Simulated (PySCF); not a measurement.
Broadened absorption spectrum of FH8NSi3

FH8NSi3.
SMILES: `N[Si](F)([SiH3])[SiH3]`

Computed, not measured: PySCF 2.14.0, density-fitted response routines, TDDFT wB97X-D/def2-SVPD, vertical, gas phase, core orbitals frozen in the response. One conformer (not necessarily the lowest) at the GFN2-xTB geometry, without solvent, vibrations or thermal averaging. Torsions of this conformer, `[NH2:1][Si:2]([F:3])([SiH3:4])[SiH3:5]`: H–N1–Si2–F3 -39°, H–N1–Si2–F3 180°.

Broadening: Gaussians 0.3 eV wide at half height, area fixed by f = 4.319×10⁻⁹ ∫ε dν̃. The width is an assumption, not a result. The curve ends short of the highest state used, and states not computed would add to its high-energy end.

(E (eV), ε (L mol⁻¹ cm⁻¹)): (4.85, 10), (4.91, 47), (4.98, 212), (5.05, 713), (5.11, 1587), (5.18, 3065), (5.25, 4445), (5.32, 4975), (5.38, 4675), (5.45, 3965), (5.52, 3280), (5.58, 2662), (5.65, 1798), (5.72, 956), (5.78, 446), (5.85, 140), (5.92, 32), (5.99, 6), (6.05, 1), (6.12, 0), (6.19, 0), (6.25, 0), (6.32, 0), (6.39, 2), (6.46, 13), (6.52, 60), (6.59, 268), (6.66, 912), (6.72, 2113), (6.79, 4452), (6.86, 7321), (6.92, 9224), (6.99, 9661), (7.06, 8285), (7.13, 7094), (7.19, 8333)

Problem. Locate the maxima and give the states behind the curve.

Solution. 233 nm (5.32 eV), ε about 5000, made up of S1 (90%); 178 nm (6.97 eV), ε about 9800, made up of S3 (28%) and S4 (71%) (ε in L mol⁻¹ cm⁻¹; maxima over ε = 5, shares over 10%). At its high-energy end, 7.19 eV, the curve is still rising (ε about 8300, from S4, S5 and S6). The states used: S1 5.30 eV (f 0.051); S2 5.55 eV (f 0.026); S3 6.89 eV (f 0.037); S4 7.00 eV (f 0.079); S5 7.36 eV (f 0.123); S6 7.49 eV (f 0.306); S7 7.63 eV (f 0.065); S8 7.79 eV (f 0.011).

Problem. What would ε be at 6.97 eV, the highest of these maxima, with half the width (0.15 eV)?

Solution. About 16000 L mol⁻¹ cm⁻¹ against 9760, a factor of about 1.6; a lone state at its own centre would give exactly 2.

Problem. On this curve, what absorbance would a 10⁻⁴ mol/L sample give at 254 nm over a 1 cm path?

Solution. 254 nm is 4.881 eV, where ε is about 23 L mol⁻¹ cm⁻¹, so A = ε c l ≈ 0.0023 (Beer–Lambert, with the gas-phase spectrum and the assumed width).

Problem. Coming from long wavelengths, where does ε first pass 100 L mol⁻¹ cm⁻¹?

Solution. At about 251 nm (4.94 eV), 0.35 eV below S1.
